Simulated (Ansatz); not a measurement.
Computed with Ansatz.

Basis-set series for CH$_{2}$AlFOS, SMILES `F[C]1(S)[O][AlH]1`. The species carries charge 0 and has multiplicity 1. Geometry: relaxed with PBE0-D4/def2-TZVP. It is one conformer, not always the lowest.

```tsv
functional	basis	functions	energy (Eh)	HOMO (eV)	LUMO (eV)
PBE0-D4	def2-SVP	88	-854.12436	-6.29	-1.43
PBE0-D4	def2-QZVPP	371	-854.64181	-6.46	-1.67
ωB97M-V	def2-SVP	88	-854.49727	-8.38	0.28
ωB97M-V	def2-QZVPP	371	-855.01685	-8.59	-0.18
```

Task: Give the rows for def2-TZVPP. (Best estimate.)

Result: The calculation gave: 
```
functional       basis  functions  energy (Eh)  HOMO (eV)  LUMO (eV)
   PBE0-D4  def2-TZVPP        205   -854.61013      -6.42      -1.60
   ωB97M-V  def2-TZVPP        205   -854.98658      -8.54       0.01
```

Positive LUMOs are unbound and depend on the basis.
